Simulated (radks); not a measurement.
Polarisability of the barium ion Ba8+, [Kr] 4d10 5s2, at imaginary frequency. All-electron calculation, scalar-relativistic Kohn-Sham, exchange-only LDA, spin-polarised, spherical densities, finite nucleus; Fermi nuclear charge, rms radius 4.8378 fm. Program: a radial shooting solver on a logarithmic mesh with Libxc functionals. Response by self-consistent Sternheimer equations with the Hartree and adiabatic exchange-only LDA kernel, the relativistic mass of each level held fixed and spin-orbit coupling left out.

| w (hartree) | alpha1(iw) (bohr^3) | alpha2(iw) (bohr^5) |
|---|---|---|
| 0.00266 | 3.002 | 3.724 |
| 0.0143 | 3.001 | 3.724 |
| 0.0360 | 2.998 | 3.723 |
| 0.0697 | 2.985 | 3.719 |
| 0.118 | 2.954 | 3.708 |
| 0.186 | 2.886 | 3.685 |
| 0.280 | 2.754 | 3.636 |
| 0.413 | 2.522 | 3.539 |
| 0.605 | 2.165 | 3.350 |
| 0.892 | 1.708 | 3.004 |
| 1.35 | 1.240 | 2.436 |
| 2.12 | 0.8409 | 1.676 |
| 3.59 | 0.5124 | 0.9287 |
| 6.94 | 0.2323 | 0.3918 |
| 17.5 | 0.05871 | 0.09161 |

Static values: alpha1 = 3.002 bohr^3 (0.4449 angstrom^3; uncoupled 5.314), alpha2 = 3.724 bohr^5, alpha3 = 9.974 bohr^7. C6 = 8.075, C8 = 63.36, triple-dipole C9 = 16.09 atomic units. One-pole (London) frequency 4 C6 / (3 alpha1^2) = 1.195 hartree, against 4.540 for minus the highest occupied eigenvalue.
